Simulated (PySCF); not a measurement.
**Bond length, frequency and bond energy of LiAs by level of theory**

State: ³Σ⁻ (triplet), unpaired electrons π ↑↑. Set-up: Li def2-SVPD, As def2-SVPD; no relativity (PySCF 2.14). De refers to Li + As in their high-spin ground configurations, without counterpoise correction. The functionals are run spin-unrestricted. A positive dipole means Li(−)As(+).

```csv
Level,Re (Å),ωe (cm⁻¹),De (eV),μ (D),"CPU s a point (SCF and correlation, without the integrals)"
UHF,2.449,442,0.70,-7.30,0.15
UHF-MP2,2.450,431,1.24,n/a,0.26
UHF-SCS-MP2,2.455,427,1.25,n/a,n/a
UHF-CCSD,2.457,424,1.28,n/a,n/a
UHF-CCSD(T),2.461,420,1.32,n/a,7.3
PBE,2.426,431,1.77,-6.02,0.68
r²SCAN,2.429,438,1.78,-6.65,0.99
TPSSh,2.427,438,1.79,-6.47,1.1
r²SCANh,2.425,442,1.77,-6.74,1.1
PBE0,2.415,446,1.70,-6.51,1.1
r²SCAN0,2.419,448,1.75,-6.85,1.1
LC-ωPBE,2.390,468,1.67,-6.98,0.89
```

**Question.** Which functional lies closest to UHF-CCSD(T) in De, which farthest, and by how much do they differ from it?

**Answer.** Closest is LC-ωPBE (-7.1 pm in Re, +11.4 % in ωe, +0.35 eV in De against UHF-CCSD(T) in the same basis), farthest TPSSh (-3.4 pm in Re, +4.3 % in ωe, +0.47 eV in De). CCSD(T) converges more slowly with the basis than the functionals do and binds too weakly in this one, so the order can change at the basis-set limit.

**Question.** What does a quarter of exact exchange do here, going from PBE to PBE0?

**Answer.** PBE0 less PBE: -1.1 pm in Re, +3.5 % in ωe, -0.07 eV in De. Exact exchange removes part of the self-interaction that spreads semilocal densities, and in most molecules shortens and stiffens the bond and lowers De; so it does here.

**Question.** What does the step from GGA to meta-GGA do here, going from PBE to r²SCAN?

**Answer.** r²SCAN less PBE: +0.3 pm in Re, +1.6 % in ωe, +0.01 eV in De. 

Correlated steps freeze 9 core orbitals. Correlated levels converge slowly with the basis: in double zeta they bind strong bonds too weakly, by up to about 1 eV, and carry superposition errors of some tenths. Spin–orbit coupling is left out. The state is the lowest determinant that a PBE0 search found; another state may lie lower at other levels.

The whole job (state search and all levels along the bond) took about 3.1 min on 1 thread of Arm Neoverse V1 (shared host), peak memory 0.61 GiB.
